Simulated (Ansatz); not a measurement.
Consider the ligand exchange at the Si–Br bond: `C=C[SiH](F)Br` + CH₃OH → `C=C[SiH](F)OC` + HBr.

Program: Ansatz. Geometries: PBE0-D4/def2-TZVP. ΔE: electronic, gas phase. CCSD(T)/CBS is the MP2 limit (def2-TZVPP, def2-QZVPP) plus CCSD(T) − MP2 in def2-TZVPP, frozen cores. This one scheme is used for every species. DFT in def2-TZVPP. B3LYP here is the variant with VWN-RPA as its local correlation; programs differ in this. For Br outer-core shells are correlated without core-valence functions, which leaves a few kJ/mol of doubt a bond. Scalar relativity is left out up to krypton. Each species was taken in one conformer, which may not be the lowest.

```json
{"level": "r2SCAN-D4", "ΔE (kJ/mol)": "-10.4", "difference from CCSD(T)/CBS": "0.0"}
{"level": "B3LYP-D4", "ΔE (kJ/mol)": "-15.2", "difference from CCSD(T)/CBS": "-4.8"}
{"level": "ωB97M-V", "ΔE (kJ/mol)": "-12.2", "difference from CCSD(T)/CBS": "-1.8"}
{"level": "B2PLYP", "ΔE (kJ/mol)": "-13.2", "difference from CCSD(T)/CBS": "-2.8"}
{"level": "PBE", "ΔE (kJ/mol)": "-0.3", "difference from CCSD(T)/CBS": "10.1"}
{"level": "r2SCAN", "ΔE (kJ/mol)": "-9.3", "difference from CCSD(T)/CBS": "1.1"}
{"level": "PBE0", "ΔE (kJ/mol)": "-1.9", "difference from CCSD(T)/CBS": "8.5"}
{"level": "B3LYP", "ΔE (kJ/mol)": "-11.7", "difference from CCSD(T)/CBS": "-1.3"}
{"level": "SCS-MP2/def2-TZVPP", "ΔE (kJ/mol)": "-15.0", "difference from CCSD(T)/CBS": "-4.6"}
{"level": "CCSD/def2-TZVPP", "ΔE (kJ/mol)": "-17.3", "difference from CCSD(T)/CBS": "-6.9"}
{"level": "CCSD(T)/def2-TZVPP", "ΔE (kJ/mol)": "-16.6", "difference from CCSD(T)/CBS": "-6.2"}
{"level": "MP2/def2-QZVPP", "ΔE (kJ/mol)": "-8.5", "difference from CCSD(T)/CBS": "1.9"}
{"level": "SCS-MP2/def2-QZVPP", "ΔE (kJ/mol)": "-12.0", "difference from CCSD(T)/CBS": "-1.6"}
{"level": "HF/CBS(def2)", "ΔE (kJ/mol)": "-17.0", "difference from CCSD(T)/CBS": "-6.6"}
{"level": "MP2/CBS(def2)", "ΔE (kJ/mol)": "-5.5", "difference from CCSD(T)/CBS": "4.9"}
{"level": "CCSD/CBS(def2)", "ΔE (kJ/mol)": "-11.0", "difference from CCSD(T)/CBS": "-0.6"}
{"level": "CCSD(T)/CBS", "ΔE (kJ/mol)": "-10.4", "difference from CCSD(T)/CBS": "0"}
```

Largest T1 diagnostic among the species: 0.012.

The D4 term adds −3.5 kJ/mol with B3LYP and −2.2 kJ/mol with PBE0; it sums over pairs of atoms, weighted by their polarisabilities, and B3LYP, whose exchange is more repulsive, gets the larger term.
